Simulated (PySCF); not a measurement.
Compound: C6H5Cl3.
SMILES: `ClC(Cl)(Cl)C1=CCC=C1`

All values: CAM-B3LYP/def2-SVPD (PySCF, non-relativistic), on one gas-phase PBE0-D3(BJ)/def2-SVP geometry that isn't relaxed in the solvent. The solvent is an IEF-PCM continuum (Bondi radii, 1.10 Å for H, scaled by 1.2), and excitations are vertical TDDFT with non-equilibrium linear response and a frozen core. Only the electrostatic response of the medium enters.

Gas-phase singlets (H = HOMO, L = LUMO):

```json
{"state": "S1", "E (eV)": "5.179", "λ (nm)": "239", "f": "0.057", "leading configurations": "H→L 96%"}
{"state": "S2", "E (eV)": "5.917", "λ (nm)": "210", "f": "0.000", "leading configurations": "H→L+1 90%"}
{"state": "S3", "E (eV)": "6.288", "λ (nm)": "197", "f": "0.074", "leading configurations": "H→L+2 83%"}
{"state": "S4", "E (eV)": "6.444", "λ (nm)": "192", "f": "0.000", "leading configurations": "H-2→L+1 50%, H→L+3 32%"}
{"state": "S5", "E (eV)": "6.511", "λ (nm)": "190", "f": "0.001", "leading configurations": "H→L+3 49%, H-2→L+1 27%"}
```

How does the list change in chloroform (ε = 4.711)?

```
state  E (eV)  λ (nm)      f  leading configurations  change by rank (eV)
   S1   5.117     242  0.078                 H→L 96%               -0.062
   S2   5.745     216  0.001               H→L+1 92%               -0.172
   S3   6.191     200  0.156               H→L+2 83%               -0.097
   S4   6.347     195  0.001               H→L+3 78%               -0.097
   S5   6.514     190  0.000             H-2→L+1 79%               +0.003
```

Give the list for water (ε = 78.36), n² = 1.78.

```
state  E (eV)  λ (nm)      f  leading configurations  change by rank (eV)
   S1   5.134     241  0.072                 H→L 96%               -0.045
   S2   5.685     218  0.001               H→L+1 93%               -0.232
   S3   6.178     201  0.152               H→L+3 88%               -0.110
   S4   6.303     197  0.001               H→L+2 85%               -0.141
   S5   6.532     190  0.000             H-2→L+1 81%               +0.021
```

The ground-state energy changes by -0.152 eV from gas to water. By how much does the total energy of gas-phase S1 change?

E(S1) = E(S0) + excitation energy, so it changes by -0.152 − 0.045 = -0.197 eV: it is lowered more than the ground state, which is what a red shift means. This is the vertical state, with the slow part of the continuum still set for S0.

How do the frontier levels move from gas to water?

```tsv
orbital	gas (eV)	solvent (eV)	change (eV)
LUMO+2	0.98	1.01	+0.03
LUMO+1	0.30	0.21	-0.09
LUMO	-0.12	0.00	+0.12
HOMO	-8.24	-8.09	+0.15
HOMO-1	-9.96	-9.91	+0.05
HOMO-2	-10.08	-10.25	-0.17
HOMO-3	-10.48	-10.60	-0.12
```

The HOMO–LUMO gap goes from 8.12 to 8.09 eV. Rows go by rank; for LUMO+2 the atom shares or the degeneracy differ between the runs, so the row needn't follow one orbital.

The run took about 70 s of CPU time (one thread, shared machine). This is the whole response run at CAM-B3LYP/def2-SVPD in water, SCF included.

Shape of the structure used: `[Cl:1][C:2]([Cl:3])([Cl:4])[C:5]1=[CH:6][CH2:7][CH:8]=[CH:9]1`: Cl1–C2–C5–C6 -120°.
